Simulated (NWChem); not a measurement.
All runs are NWChem calculations. System: H₃Si₂, charge 0, spin multiplicity 2, at a geometry optimised with UPBE0/def2-SVP. The structure started from a generated list of species. Its SCF solution wasn't tested for a lower state. Level: UCAM-B3LYP/def2-TZVPD.

Job file:

```
start mol
memory heap 200 mb stack 900 mb global 1100 mb
geometry units angstroms nocenter noautoz
  Si    -1.354895     0.089465     0.000000
  Si     1.020450    -0.085075     0.000000
  H      1.635322    -0.716350     1.213450
  H      1.411580     1.371242     0.000000
  H      1.635322    -0.716350    -1.213450
  symmetry group Cs
end
basis spherical
  * library def2-tzvpd
end
dft
  xc xcamb88 1.00 lyp 0.81 vwn_5 0.19 hfexch 1.00
  cam 0.33 cam_alpha 0.19 cam_beta 0.46
  odft
  mult 2
  direct
  iterations 100
end
task dft energy
```

NWChem printed:

```
             Northwest Computational Chemistry Package (NWChem) 7.3.0
             --------------------------------------------------------

                                NWChem Input Module
                                -------------------

 Scaling coordinates for geometry "geometry" by  1.889725989
 (inverse scale =  0.529177249)

 Turning off AUTOSYM since
 SYMMETRY directive was detected!

                             Geometry "geometry" -> ""
                             -------------------------

 Output coordinates in angstroms (scale by  1.889725989 to convert to a.u.)

  No.       Tag          Charge          X              Y              Z
 ---- ---------------- ---------- -------------- -------------- --------------
    1 Si                  14.0000    -1.35489500     0.08946500     0.00000000
    2 Si                  14.0000     1.02045000    -0.08507500     0.00000000
    3 H                    1.0000     1.63532200    -0.71635000     1.21345000
    4 H                    1.0000     1.41158000     1.37124200     0.00000000
    5 H                    1.0000     1.63532200    -0.71635000    -1.21345000

 Effective nuclear repulsion energy (a.u.)      65.8794222964

            Nuclear Dipole moment (a.u.)
            ----------------------------
        X                 Y               Z
 ---------------- ---------------- ----------------
    -0.0000113384     0.0000037795     0.0000000000

      Symmetry information
      --------------------

 Group name             Cs
 Group number              2
 Group order               2
 No. of unique centers     4

      Symmetry unique atoms

     1    2    3    4


 Summary of "ao basis" -> "" (spherical)
 ------------------------------------------------------------------------------
       Tag                 Description            Shells   Functions and Types
 ---------------- ------------------------------  ------  ---------------------
 *                         def2-tzvpd                 on all atoms

                                 NWChem DFT Module
                                 -----------------

 Summary of "ao basis" -> "ao basis" (spherical)
 ------------------------------------------------------------------------------
       Tag                 Description            Shells   Functions and Types
 ---------------- ------------------------------  ------  ---------------------
 Si                        def2-tzvpd               15       43   6s5p3d1f
 H                         def2-tzvpd                5        9   3s2p

 Summary of "ao basis" -> "ao basis" (spherical)
 ------------------------------------------------------------------------------
       Tag                 Description            Shells   Functions and Types
 ---------------- ------------------------------  ------  ---------------------
 Si                        def2-tzvpd               15       43   6s5p3d1f
 H                         def2-tzvpd                5        9   3s2p

      Symmetry analysis of basis
      --------------------------

        a'         74
        a"         39

  int_init: cando_txs set to always be  F

            General Information
            -------------------
          SCF calculation type: DFT
          Wavefunction type:  spin polarized.
          No. of atoms     :     5
          No. of electrons :    31
           Alpha electrons :    16
            Beta electrons :    15
          Charge           :     0
          Spin multiplicity:     2
          Use of symmetry is: on ; symmetry adaption is: on
          Maximum number of iterations: 100
          This is a Direct SCF calculation.
          AO basis - number of functions:   113
                     number of shells:    45
          Convergence on energy requested:  1.00D-06
          Convergence on density requested:  1.00D-05
          Convergence on gradient requested:  5.00D-04

              XC Information
              --------------
                     Hartree-Fock (Exact) Exchange  1.000
                   CAM-Becke88 Exchange Functional  1.000
                      VWN V Correlation Functional  0.190 local
              Lee-Yang-Parr Correlation Functional  0.810

           Range-Separation Parameters
           ---------------------------
           Alpha           :  0.19
           Beta            :  0.46
           Gamma           :  0.33
           Short-Range HF  :     F

             Grid Information
             ----------------
          Grid used for XC integration:  medium
          Radial quadrature: Mura-Knowles
          Angular quadrature: Lebedev.
          Tag              B.-S. Rad. Rad. Pts. Rad. Cut. Ang. Pts.
          ---              ---------- --------- --------- ---------
          Si                  1.10       88          12.0       590
          H                   0.35       45          12.0       434
          Grid pruning is: on
          Number of quadrature shells:   266
          Spatial weights used:  Erf1

          Convergence Information
          -----------------------
          Convergence aids based upon iterative change in
          total energy or number of iterations.
          Levelshifting, if invoked, occurs when the
          HOMO/LUMO gap drops below (HL_TOL):  1.00D-02
          DIIS, if invoked, will attempt to extrapolate
          using up to (NFOCK): 10 stored Fock matrices.

                    Damping( 0%)  Levelshifting(0.5)       DIIS
                  --------------- ------------------- ---------------
          dE  on:    start            ASAP                start
          dE off:    2 iters        100 iters           100 iters
[...]
    12     -0.080689  1 Si pz                88     -0.066528  3 H  s
   106      0.066528  5 H  s                 73      0.053852  2 Si d  1
    89     -0.054002  3 H  s                107      0.054002  5 H  s

 Vector   17  Occ=0.000000D+00  E=-8.362038D-02  Symmetry=a'
              MO Center= -1.1D+00,  4.0D-02, -1.3D-15, r^2= 3.3D+00
   Bfn.  Coefficient  Atom+Function         Bfn.  Coefficient  Atom+Function
  ----- ------------  ---------------      ----- ------------  ---------------
    20      0.441068  1 Si py                17      0.434379  1 Si py
    98     -0.172176  4 H  s                  8     -0.155293  1 Si py
    14      0.154421  1 Si py                63      0.087139  2 Si py
    97     -0.084351  4 H  s                 75     -0.076641  2 Si d -2
    11     -0.073787  1 Si py                16      0.068136  1 Si px

 Vector   18  Occ=0.000000D+00  E= 2.955922D-02  Symmetry=a'
              MO Center=  1.4D-01,  6.8D-02, -5.2D-13, r^2= 1.4D+01
   Bfn.  Coefficient  Atom+Function         Bfn.  Coefficient  Atom+Function
  ----- ------------  ---------------      ----- ------------  ---------------
    49      2.950244  2 Si s                  6     -2.567717  1 Si s
    62     -1.811370  2 Si px                19     -1.244782  1 Si px
     5     -0.715098  1 Si s                 48     -0.576043  2 Si s
    89      0.406585  3 H  s                107      0.406585  5 H  s
    79      0.362162  2 Si d  2              36     -0.351583  1 Si d  2

 Vector   19  Occ=0.000000D+00  E= 3.388210D-02  Symmetry=a'
              MO Center= -8.6D-02, -2.8D-02, -1.1D-13, r^2= 1.1D+01
   Bfn.  Coefficient  Atom+Function         Bfn.  Coefficient  Atom+Function
  ----- ------------  ---------------      ----- ------------  ---------------
     6      1.449522  1 Si s                 62      0.811853  2 Si px
    48      0.714173  2 Si s                 98     -0.689041  4 H  s
    89     -0.636517  3 H  s                107     -0.636517  5 H  s
    49      0.446013  2 Si s                 19      0.411946  1 Si px
     5     -0.403215  1 Si s                 79     -0.365555  2 Si d  2

                     DFT Final Beta Molecular Orbital Analysis
                     -----------------------------------------

 Vector   13  Occ=1.000000D+00  E=-4.110160D-01  Symmetry=a'
              MO Center=  1.3D+00,  4.5D-01, -1.1D-12, r^2= 2.3D+00
   Bfn.  Coefficient  Atom+Function         Bfn.  Coefficient  Atom+Function
  ----- ------------  ---------------      ----- ------------  ---------------
    60      0.290948  2 Si py                97      0.259721  4 H  s
    98      0.183587  4 H  s                 96      0.165188  4 H  s
    51     -0.127159  2 Si py                57      0.124852  2 Si py
    88     -0.119381  3 H  s                106     -0.119381  5 H  s
    63      0.096560  2 Si py                89     -0.080060  3 H  s

 Vector   14  Occ=1.000000D+00  E=-4.073430D-01  Symmetry=a"
              MO Center=  1.4D+00, -5.1D-01,  1.2D-12, r^2= 2.2D+00
   Bfn.  Coefficient  Atom+Function         Bfn.  Coefficient  Atom+Function
  ----- ------------  ---------------      ----- ------------  ---------------
    61      0.295354  2 Si pz                88      0.220363  3 H  s
   106     -0.220363  5 H  s                 89      0.150976  3 H  s
   107     -0.150976  5 H  s                 87      0.140628  3 H  s
   105     -0.140628  5 H  s                 52     -0.129430  2 Si pz
    58      0.128149  2 Si pz                64      0.098658  2 Si pz

 Vector   15  Occ=1.000000D+00  E=-2.938923D-01  Symmetry=a'
              MO Center= -7.8D-01,  5.7D-02,  1.4D-15, r^2= 3.6D+00
   Bfn.  Coefficient  Atom+Function         Bfn.  Coefficient  Atom+Function
  ----- ------------  ---------------      ----- ------------  ---------------
    16      0.348028  1 Si px                59     -0.283756  2 Si px
     4     -0.265450  1 Si s                  5     -0.234466  1 Si s
    19      0.213044  1 Si px                48      0.210423  2 Si s
     3      0.144511  1 Si s                  7     -0.130914  1 Si px
    13      0.131448  1 Si px                47      0.130605  2 Si s

 Vector   16  Occ=0.000000D+00  E=-7.648063D-02  Symmetry=a'
              MO Center= -1.2D+00,  3.8D-02,  1.1D-15, r^2= 3.4D+00
   Bfn.  Coefficient  Atom+Function         Bfn.  Coefficient  Atom+Function
  ----- ------------  ---------------      ----- ------------  ---------------
    20      0.446875  1 Si py                17      0.414964  1 Si py
    98     -0.181196  4 H  s                 14      0.155972  1 Si py
     8     -0.153380  1 Si py                63      0.104586  2 Si py
    75     -0.086579  2 Si d -2              97     -0.086602  4 H  s
    11     -0.072995  1 Si py                19      0.066951  1 Si px

 Vector   17  Occ=0.000000D+00  E=-5.246097D-02  Symmetry=a"
              MO Center= -1.1D+00,  8.0D-02, -1.8D-14, r^2= 3.7D+00
   Bfn.  Coefficient  Atom+Function         Bfn.  Coefficient  Atom+Function
  ----- ------------  ---------------      ----- ------------  ---------------
    21      0.399167  1 Si pz                18      0.371233  1 Si pz
    64      0.248399  2 Si pz                89     -0.188544  3 H  s
   107      0.188544  5 H  s                 78      0.158229  2 Si d  1
    15      0.151456  1 Si pz                 9     -0.145761  1 Si pz
    35      0.090594  1 Si d  1              88     -0.073659  3 H  s

 Vector   18  Occ=0.000000D+00  E= 3.183202D-02  Symmetry=a'
              MO Center=  5.1D-01,  2.1D-02, -7.2D-13, r^2= 1.4D+01
   Bfn.  Coefficient  Atom+Function         Bfn.  Coefficient  Atom+Function
  ----- ------------  ---------------      ----- ------------  ---------------
    49      3.166518  2 Si s                  6     -2.433535  1 Si s
    62     -1.782490  2 Si px                19     -1.276789  1 Si px
     5     -0.839309  1 Si s                 48     -0.446104  2 Si s
    36     -0.379805  1 Si d  2              47     -0.372029  2 Si s
     4      0.330098  1 Si s                 63      0.331673  2 Si py

   alpha - beta orbital overlaps
   -----------------------------

   alpha      1      2      3      4      5      6      7      8      9     10
    beta      1      2      3      4      5      7      6      8      9     10
 overlap   1.000  1.000  1.000  1.000  1.000  1.000  1.000  0.998  1.000  0.998

   alpha     11     12     13     14     15     16     17     18     19     20
    beta     11     12     14     13     15     17     16     18     19     20
 overlap   0.994  0.992  0.998  1.000  0.999  0.982  1.000  0.981  0.983  0.996

   alpha     21     22     23     24     25     26     27     28     29     30
    beta     21     22     25     23     24     26     27     28     29     30
 overlap   0.989  0.997  0.970  0.979  0.988  0.979  0.976  0.983  0.925  0.989

   alpha     31     32     33     34     35     36     37     38     39     40
    beta     32     31     33     34     35     36     37     38     39     40
 overlap   0.916  0.996  1.000  0.999  0.998  0.996  0.996  0.979  0.980  0.986

   alpha     41     42     43     44     45     46     47     48     49     50
    beta     42     41     44     43     45     47     46     48     49     50
 overlap   0.992  0.992  0.990  0.999  0.997  0.992  0.888  0.897  0.988  0.999

   alpha     51     52     53     54     55     56     57     58     59     60
    beta     51     52     53     54     55     56     57     58     59     60
 overlap   0.985  0.991  0.999  0.997  1.000  0.992  0.991  1.000  0.999  1.000

   alpha     61     62     63     64     65     66     67     68     69     70
    beta     62     61     63     65     64     66     67     69     68     70
 overlap   0.999  1.000  0.999  0.997  0.950  0.936  0.915  0.902  0.930  0.897

   alpha     71     72     73     74     75     76     77     78     79     80
    beta     71     72     73     75     74     76     78     77     80     79
 overlap   0.938  0.979  0.965  0.997  0.988  0.996  0.980  0.999  0.981  0.998

   alpha     81     82     83     84     85     86     87     88     89     90
    beta     81     82     83     84     86     85     87     88     89     91
 overlap   0.992  0.990  0.993  0.996  0.993  0.993  0.999  1.000  1.000  0.999

   alpha     91     92     93     94     95     96     97     98     99    100
    beta     90     92     93     94     95     96     97     98     99    100
 overlap   1.000  1.000  1.000  1.000  1.000  1.000  1.000  1.000  1.000  1.000

   alpha    101    102    103    104    105    106    107    108    109    110
    beta    101    102    103    104    105    106    107    108    109    110
 overlap   1.000  1.000  1.000  1.000  1.000  1.000  1.000  0.999  1.000  0.998

   alpha    111    112    113
    beta    111    112    113
 overlap   0.999  1.000  1.000

     --------------------------
     Expectation value of S2:
     --------------------------
      <S2> =      0.7556 (Exact =     0.7500)

 center of mass
 --------------
 x =  -0.14860499 y =   0.00195068 z =   0.00000000

 moments of inertia (a.u.)
 ------------------
          22.582281118805          22.232594699217           0.000000000000
          22.232594699217         323.156599687987           0.000000000000
           0.000000000000           0.000000000000         324.541287182621

     Multipole analysis of the density
     ---------------------------------

     L   x y z        total         alpha         beta         nuclear
     -   - - -        -----         -----         ----         -------
     0   0 0 0     -0.000000    -16.000000    -15.000000     31.000000

     1   1 0 0     -0.102240      1.026543     -1.128772     -0.000011
     1   0 1 0     -0.097936     -0.113125      0.015186      0.000004
     1   0 0 1      0.000000      0.000000     -0.000000      0.000000

     2   2 0 0    -24.245828   -100.723494    -93.576186    170.053852
     2   1 1 0      0.538795      6.481497      5.912284    -11.854986
     2   1 0 1     -0.000000      0.000000     -0.000000      0.000000
     2   0 2 0    -20.091622    -16.425886    -14.807469     11.141734
     2   0 1 1     -0.000000     -0.000000      0.000000      0.000000
     2   0 0 2    -23.107020    -19.540270    -14.083255     10.516505

 Task  times  cpu:       90.3s     wall:       90.3s

 Total times  cpu:       90.4s     wall:       90.4s
```
